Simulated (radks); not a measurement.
Values are calculated unless marked as measured or tabulated.
Numerical settings for the platinum ion Pt15+, [Kr] 4d10 4f14 5s2 5p1. Code: a radial shooting solver on a logarithmic mesh with Libxc functionals. Model: Dirac Kohn-Sham, PBE, spin-unpolarised, spherical densities, finite nucleus; open shells fill j = l - 1/2 first; Fermi nuclear charge, rms radius 5.427 fm. The defaults (mesh step 0.008 in ln r, mesh end at 40 bohr or more with all orbitals vanishing there, Anderson mixing 0.5 over 9 steps, residual threshold near 1e-9 with the energy settled to 1e-9 hartree or 1e-11 of itself, here a cap of 70 iterations) give E = -18367.586 hartree and 5p1/2 at -341.23 eV in 15 iterations. Run on one thread of a shared host, so times are rough (Intel(R) Xeon(R) Platinum 8488C): 0.19 s of CPU time, 0.19 s wall, 15 iterations on 2189 mesh points. One setting is changed at a time: mesh step in ln r 0.05; mesh step in ln r 0.005; mesh step in ln r 0.03; mesh end (bohr) 3; mesh end (bohr) 1; residual threshold 0.001; residual threshold 1e-13; mixing 2.5; linear mixing, mixing 0.05; linear mixing, mixing 1; mixing history 20; iteration cap 2. Which runs fail to converge, and which converge to a wrong energy?

Answer. Not converged within the cap: linear mixing, mixing 0.05; linear mixing, mixing 1; iteration cap 2. Settings that end as converged yet miss the energy by more than 1 mhartree: mesh end (bohr) 1 (+34.9 hartree).
